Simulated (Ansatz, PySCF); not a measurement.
2,5-dihydro-1H-silol-1-amine (C4H9NSi), SMILES N[SiH]1CC=CC1. Atoms are numbered in the order given.

```xyz
15

N      2.0592    -0.5440     0.5377
Si     0.7771     0.0136    -0.4884
C     -0.6530    -1.2322    -0.4883
C     -1.7218    -0.5099     0.2878
C     -1.5430     0.7866     0.5879
C     -0.2829     1.4722     0.1308
H      1.8389    -0.8515     1.4791
H      2.9540    -0.0676     0.5222
H      1.4040     0.2882    -1.8173
H     -0.3715    -2.1946    -0.0274
H     -0.9926    -1.4765    -1.5111
H     -2.6329    -1.0372     0.5930
H     -2.3042     1.3425     1.1477
H     -0.4944     2.1993    -0.6749
H      0.1955     2.0492     0.9410
```

Geometry optimised at PBE0-D3(BJ)/def2-SVP. The values are those of a single conformer.

Two levels are set side by side: PBE-D3(BJ)/def2-SVP (Ansatz, an electronic-structure program) and PBE0-D3(BJ)/def2-SVP (Ansatz). Each level has its own optimised geometry; the coordinates shown are those of the second. Frequencies come from the Hessian of PySCF at each geometry. Differences are taken from unrounded values.

| quantity | PBE0-D3(BJ) | PBE-D3(BJ) | PBE-D3(BJ) minus PBE0-D3(BJ) |
|---|---|---|---|
| mean bond length (Å) | 1.335 | 1.345 | 0.010 |
| bond N1–Si2 (Å) | 1.734 | 1.750 | 0.016 |
| bond Si2–C3 (Å) | 1.897 | 1.909 | 0.012 |
| bond Si2–C6 (Å) | 1.906 | 1.921 | 0.014 |
| bond C3–C4 (Å) | 1.505 | 1.512 | 0.007 |
| bond C4–C5 (Å) | 1.343 | 1.354 | 0.011 |
| bond C5–C6 (Å) | 1.506 | 1.512 | 0.007 |
| bond N1–H7 (Å) | 1.015 | 1.024 | 0.010 |
| bond N1–H8 (Å) | 1.014 | 1.024 | 0.010 |
| bond Si2–H9 (Å) | 1.495 | 1.505 | 0.010 |
| bond C3–H10 (Å) | 1.104 | 1.112 | 0.008 |
| bond C3–H11 (Å) | 1.105 | 1.114 | 0.009 |
| bond C4–H12 (Å) | 1.096 | 1.104 | 0.008 |
| bond C5–H13 (Å) | 1.096 | 1.104 | 0.008 |
| bond C6–H14 (Å) | 1.106 | 1.114 | 0.009 |
| bond C6–H15 (Å) | 1.104 | 1.112 | 0.008 |
| highest harmonic wavenumber (cm⁻¹) | 3704 | 3568 | -136 |
| mean harmonic wavenumber (cm⁻¹) | 1380 | 1335 | -46 |
| zero-point energy (kcal/mol) | 76.97 | 74.42 | -2.55 |

Exact exchange shortens and stiffens bonds; PBE has none. Differences between two approximate levels are no errors against the true value.
